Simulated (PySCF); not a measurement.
A structure optimised at PBE-D3(BJ)/def2-SVP, used in a PySCF frequency run:

```xyz
11

C      0.0727    -0.6326    -1.2916
C     -0.2712     0.1386     0.0000
C      0.0727    -0.6326     1.2916
O      0.1413     1.4269     0.0000
H      1.1682    -0.8010    -1.3386
H     -0.4305    -1.6195    -1.3253
H     -0.2239    -0.0419    -2.1794
H     -1.4027     0.2688     0.0000
H      1.1682    -0.8010     1.3386
H     -0.4305    -1.6195     1.3253
H     -0.2239    -0.0419     2.1794
```
Charge 0, spin multiplicity 2.

Task: Write its SMILES, formula and point group.

Result: CC(C)[O], C₃H₇O, Cs

Task: What are its rotational constants (standard atomic weights)?

Result: 9.1469, 7.9806, 4.7888 GHz
